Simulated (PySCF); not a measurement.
Sn(Br)(OMe) (CH3BrOSn), SMILES [O]([Sn][Br])C (connectivity only; charge and spin as stated), neutral, multiplicity 1.

Geometry: PBE0-D3(BJ)/def2-SVP. The structure was generated by enumeration; whether it is a known compound was not checked. The def2 effective core potentials stand for the cores of Sn; spin–orbit coupling is left out. Other conformers were not sampled.

Two levels are set side by side: TDA-PBE/def2-SVPD (PySCF) and TDA-ωB97X/def2-SVPD (PySCF). Vertical, same geometry. The lowest singlet is HOMO−1→LUMO 84 % with PBE and HOMO→LUMO 92 % with the other functional; states are paired by order. Differences are taken from unrounded values.

| quantity | TDA-ωB97X |
|---|---|
| lowest singlet excitation (eV) | 4.34 |
| lowest triplet excitation (TDA) (eV) | 3.36 |
| first bright state (f over 0.05) (eV) | 4.34 |
| its oscillator strength | 0.05 |

Task: What does TDA-PBE give, and how far is it from TDA-ωB97X? (Estimate from the structure and the level; the computed values follow.)

Result: 
```tsv
quantity	TDA-PBE	TDA-PBE minus TDA-ωB97X
lowest singlet excitation (eV)	3.53	-0.81
lowest triplet excitation (TDA) (eV)	3.07	-0.29
first bright state (f over 0.05) (eV)	4.00	-0.34
its oscillator strength	0.05	0.00
```

A lower first singlet is the usual sign of a functional without exact exchange. Differences between two approximate levels are no errors against the true value.

Rough cost on one machine, each run with all the roots and properties that it gave: TDA-ωB97X against TDA-PBE about 3 times.
